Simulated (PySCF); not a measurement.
C2H6GeSi, SMILES C1=[CH][GeH2][SiH2]1. Atoms are numbered in the order given.

```xyz
10

C     -1.1196     1.3911     0.0000
C     -1.5082     0.0933     0.0000
Ge     0.1772    -0.9515     0.0000
Si     0.7744     1.3756     0.0000
H     -1.8306     2.2283     0.0000
H     -2.5573    -0.2310     0.0000
H      0.3966    -1.8278    -1.2538
H      0.3966    -1.8278     1.2538
H      1.4240     1.9697     1.2075
H      1.4240     1.9697    -1.2075
```
Charge 0, spin multiplicity 1.

Geometry: B3LYP-D3(BJ)/def2-SVP. The structure was generated by enumeration, and PubChem lists no compound with its InChIKey, so it may never have been made.

Two levels are set side by side: PBE/pcSseg-1 (PySCF) and PBE0/pcSseg-1 (PySCF). GIAO shifts against GeH4 (⁷³Ge), TMS (²⁹Si), TMS (¹H), TMS (¹³C) at the same level; non-relativistic, no solvent, atoms listed together averaged. Differences are taken from unrounded values.

| quantity | PBE0 |
|---|---|
| δ(¹³C) of C1 (ppm) | 167.3 |
| δ(¹³C) of C2 (ppm) | 178.2 |
| δ(⁷³Ge) of Ge3 (ppm) | 144.8 |
| δ(²⁹Si) of Si4 (ppm) | -34.6 |
| δ(¹H) of H5 (ppm) | 7.48 |
| δ(¹H) of H6 (ppm) | 7.89 |
| δ(¹H) of H7, H8 (ppm) | 5.16 |
| δ(¹H) of H9, H10 (ppm) | 5.28 |

Problem. What does PBE give, and how far is it from PBE0? (The exact figures need the calculation; the answer reports its results.)

Solution. 
```csv
quantity,PBE,PBE minus PBE0
δ(¹³C) of C1 (ppm),165.2,-2.1
δ(¹³C) of C2 (ppm),176.9,-1.2
δ(⁷³Ge) of Ge3 (ppm),156.6,11.8
δ(²⁹Si) of Si4 (ppm),-35.4,-0.8
δ(¹H) of H5 (ppm),7.46,-0.02
δ(¹H) of H6 (ppm),7.90,0.00
"δ(¹H) of H7, H8 (ppm)",5.28,0.12
"δ(¹H) of H9, H10 (ppm)",5.44,0.16
```

Rough cost on one machine, each run with all the roots and properties that it gave: PBE0 against PBE within a factor of 2.
